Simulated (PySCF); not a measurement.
A structure optimised at PBE-D3(BJ)/def2-SVP, used in a PySCF frequency run:

```
Ta
N 1 1.9756
H 2 1.0253 1 126.24
H 2 1.0274 3 109.69 1 -176.65
N 1 1.9756 2 110.87 3 -121.66
H 5 1.0253 1 126.24 2 121.66
H 5 1.0274 6 109.69 1 176.65
S 1 2.1791 2 107.40 3 -4.60
Cl 1 2.3410 2 109.16 3 118.05
```
Charge 0, spin multiplicity 1.

Write its SMILES, formula and point group.

[NH2][Ta]([NH2])(=[S])[Cl], ClH4N2STa, Cs

What are its rotational constants (standard atomic weights)?

2.1812, 1.4977, 1.3134 GHz
